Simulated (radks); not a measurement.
Values are calculated unless marked as measured or tabulated.
Spin polarisation of the 4d8 shell in Pd2+. Start: [Kr] 4d(up 4, down 4); electrons of 4d are moved from spin down to spin up, other shells keep equal spins. Code: a radial shooting solver on a logarithmic mesh with Libxc functionals. Model: scalar-relativistic Kohn-Sham, PBE, spin-polarised, spherical densities, point nucleus.

| moment (Bohr magnetons) | E - E(0) (eV) | e(4d up) (eV) | e(4d down) (eV) | 4p down minus up (eV) |
|---|---|---|---|---|
| 0 | 0.000 | -27.326 | -27.326 | 0.000 |
| 0.5 | -0.046 | -27.504 | -27.138 | 0.377 |
| 1 | -0.183 | -27.675 | -26.943 | 0.755 |
| 1.5 | -0.412 | -27.838 | -26.738 | 1.133 |
| 2 | -0.733 | -27.992 | -26.524 | 1.513 |

At moment 2 the spin-polarisation energy is -0.733 eV and the 4d exchange splitting 1.468 eV, that is 0.734 eV per Bohr magneton; E = -I m^2/4 would give I = 0.733 eV.
